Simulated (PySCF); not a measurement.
This PySCF input asks for the NMR shieldings of `CCC[Si@](N=C)(Cl)C#CC`, C₇H₁₂ClNSi; the geometry comes from GFN2-xTB.

```python
import basis_set_exchange as bse
import numpy as np
from pyscf import gto, dft
from pyscf.prop import nmr

atoms = """
C    -0.410077   -2.507468    1.539603
N    -0.059931   -2.356265    0.352980
Si   -0.294854   -1.136476   -0.847672
Cl   -1.094723   -2.155869   -2.414013
C    -1.435544    0.261718   -0.437021
C    -2.163195    1.173651   -0.133012
C    -3.029233    2.274149    0.218534
C     1.446059   -0.495140   -1.274453
C     2.322277   -0.184154   -0.062850
C     1.737831    0.910705    0.819090
H    -1.038557   -1.808105    2.098263
H    -0.080350   -3.391570    2.080083
H    -3.839368    1.922759    0.857046
H    -3.453972    2.713564   -0.683551
H    -2.462144    3.037144    0.751620
H     1.955249   -1.239036   -1.889232
H     1.354352    0.403066   -1.887617
H     3.310161    0.130512   -0.410525
H     2.453562   -1.093147    0.528137
H     2.428758    1.164159    1.620216
H     1.544655    1.806612    0.233312
H     0.798632    0.588578    1.262849
"""
names = dict.fromkeys(["C", "N", "Si", "Cl", "H"], "pcSseg-1")
basis = {el: gto.basis.parse(bse.get_basis(n, elements=[el], fmt="nwchem")) for el, n in names.items()}
mol = gto.M(atom=atoms, basis=basis, charge=0, verbose=0)
mf = dft.RKS(mol, xc="PBE0")
mf.grids.level = 2
mf.grids.alignment = dft.numint.BLKSIZE   # the property module wants whole blocks of grid points
mf.conv_tol = 1e-9
mf.kernel()

calc = nmr.RKS(mf)   # GIAO
C = mf.mo_coeff
Co = C[:, mf.mo_occ > 0]
resp = mf.gen_response(singlet=True, hermi=2)
def vind(x):   # induced exchange potential for any number of trial vectors
    d = np.einsum("pi,xij,qj->xpq", C, 2 * x.reshape(-1, C.shape[1], Co.shape[1]), Co, optimize=True)
    return np.einsum("xpq,pi,qj->xij", resp(d - d.transpose(0, 2, 1)), C, Co, optimize=True).ravel()
mo1, _ = nmr.rhf.solve_mo1(calc, with_cphf=vind)
sigma = calc.kernel(mo1)
for i, s in enumerate(sigma):   # ppm
    w = np.linalg.eigvalsh((s + s.T) / 2)
    print("%2d %-2s iso %8.1f  s11 %8.1f  s22 %8.1f  s33 %8.1f" % (i, mol.atom_pure_symbol(i), w.mean(), *w))
```

Task: What are the results?

Result: 
```
 0 C  iso     14.1  s11    -77.0  s22    -12.5  s33    131.9
 1 N  iso   -155.9  s11   -542.1  s22   -180.1  s33    254.6
 2 Si iso    370.2  s11    329.2  s22    378.0  s33    403.3
 3 Cl iso    909.9  s11    820.4  s22    915.8  s33    993.4
 4 C  iso    101.5  s11      7.9  s22     25.1  s33    271.6
 5 C  iso     72.8  s11    -21.1  s22    -12.2  s33    251.7
 6 C  iso    181.3  s11    172.9  s22    173.1  s33    197.9
 7 C  iso    161.2  s11    150.4  s22    158.8  s33    174.5
 8 C  iso    165.9  s11    158.5  s22    166.5  s33    172.8
 9 C  iso    168.2  s11    158.7  s22    165.6  s33    180.2
10 H  iso     23.0  s11     21.1  s22     21.8  s33     26.0
11 H  iso     23.0  s11     21.6  s22     22.8  s33     24.7
12 H  iso     29.7  s11     24.5  s22     27.8  s33     36.7
13 H  iso     29.6  s11     24.4  s22     27.8  s33     36.5
14 H  iso     29.7  s11     24.4  s22     28.6  s33     36.1
15 H  iso     30.3  s11     24.8  s22     29.9  s33     36.2
16 H  iso     30.8  s11     27.6  s22     29.9  s33     34.9
17 H  iso     30.1  s11     24.2  s22     28.4  s33     37.6
18 H  iso     30.4  s11     26.6  s22     29.0  s33     35.5
19 H  iso     30.7  s11     26.1  s22     27.7  s33     38.3
20 H  iso     30.9  s11     27.7  s22     29.2  s33     35.8
21 H  iso     30.8  s11     26.4  s22     30.6  s33     35.3
```

These numbers come from an equivalent density-fitted implementation of the same equations, which agrees with the script to about 0.01 ppm for H and up to a few tenths of a ppm for heavy atoms, so last digits may differ.

Task: Turn these shieldings into chemical shifts. Scale: TMS for ¹³C (186.93 ppm), ²⁹Si (349.16 ppm), ¹H (31.72 ppm); ¹⁵N (267.73 ppm) vs NH3; HCl for ³⁵Cl (949.78 ppm) (reference shieldings calculated alike).

Result: Averaging equivalent atoms: C 0: 172.8; C 5: 114.1; C 4: 85.4; C 7: 25.7; C 8: 21.0; C 9: 18.7; C 6: 5.7; N 1: 423.6; Si 2: -21.0; Cl 3: 40; H 10: 8.75; H 11: 8.68; H 12/13/14: 2.07; H 17: 1.65; H 15: 1.42; H 18: 1.34; H 16: 0.93; H 19/20/21: 0.93 ppm. Experimental scales use liquid or dissolved standards, which lie at an offset from isolated NH3 (liquid NH3: subtract about 20 ppm). Unscaled 15N shifts of sp2 nitrogen come out 20 to 40 ppm too high even then.

Size and cost of the density-fitted run: 244 basis functions, 110 s wall time on 1 thread of an Arm Neoverse N1, shared host; peak memory 1.1 GiB.
